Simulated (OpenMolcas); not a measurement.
# GeH2ClO (SMILES [O][GeH2][Cl]): entropy by statistical mechanics

A doublet with charge 0, relaxed at UHF/6-31G* (Cartesian functions) (OpenMolcas 26.06):

```xyz
5

O    -0.2857   -0.5854    1.6312
Ge    0.1332   -0.0880   -0.0339
Cl   -1.3515    1.2897   -0.7715
H     0.0882   -1.3390   -0.9036
H     1.4656    0.6489    0.0364
```

Harmonic wavenumbers in cm⁻¹: 208, 443, 501, 640, 734, 854, 912, 2304, 2308.

Masses in u: O 15.999, Ge 72.63, Cl 35.45, H 1.008. Take T = 298.15 K, p = 1 bar, R = 8.3145 J/(mol K), kT/hc = 207.22 cm⁻¹, rigid rotor and harmonic oscillator.

Q: Compute the standard molar entropy.

A: 
1. Translation (Sackur–Tetrode): S = R[3/2 ln M + 5/2 ln T − 1.1517] with M = 126.095 gives 169.2 J/(mol K).
2. Rotation: principal moments 36.323, 147.961, 177.498 u Å² give A, B, C = 0.4641, 0.1139, 0.095 cm⁻¹; the symmetry number is σ = 1; q = (√π/σ)√((kT/hc)³/ABC) = 74609; S = R(ln q + 3/2) = 105.8.
3. Vibration: with u = ν̃/207.22, each mode gives R[u/(eᵘ − 1) − ln(1 − e⁻ᵘ)]; the sum is 18.8, most from 208 cm⁻¹ (8.6), 443 cm⁻¹ (3.4), 501 cm⁻¹ (2.7).
4. Spin: R ln 2 = 5.8.
5. Sum: 169.2 + 105.8 + 18.8 + 5.8 = 299.6 J/(mol K).

No measured value is set beside it here. Unscaled Hartree–Fock wavenumbers run high.
